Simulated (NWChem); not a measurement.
System: NiHOBr, triplet; SMILES [OH][Ni][Br]

NWChem input:

```
start job
memory heap 200 mb stack 900 mb global 1100 mb
geometry units angstroms
  Ni    -0.222147     0.878055     0.000779
  Br     0.163011    -1.298723    -0.001067
  O     -0.122136     2.579429     0.002983
  H      0.600086     3.218277    -0.005148
end
basis spherical
  * library 3-21g
end
dft
  odft
  mult 3
  xc b3lyp
  iterations 150
end
driver
  maxiter 120
end
task dft optimize
task dft freq
```

This build's default masses of Se (78.918 u) and Br (79.917 u) are each other's, which moves their modes by up to 0.6 %. The spin multiplicity was typed, not searched, and may not be the lowest. No stability test was run on the SCF state.

The level has its own optimisation; frequencies are unscaled.

### Question
Predict the main results of this run. (B3LYP/3-21G, spin-unrestricted.) Quantities: r Br–Ni (Å); r Ni–O (Å); r H–O (Å); highest harmonic frequency (cm⁻¹); lowest (cm⁻¹); zero-point energy (kcal/mol); dipole (D).

### Answer
r Br–Ni (Å): 2.301
r Ni–O (Å): 1.637
r H–O (Å): 0.970
highest harmonic frequency (cm⁻¹): 3777
lowest (cm⁻¹): 26
zero-point energy (kcal/mol): 8.0
dipole (D): 3.77
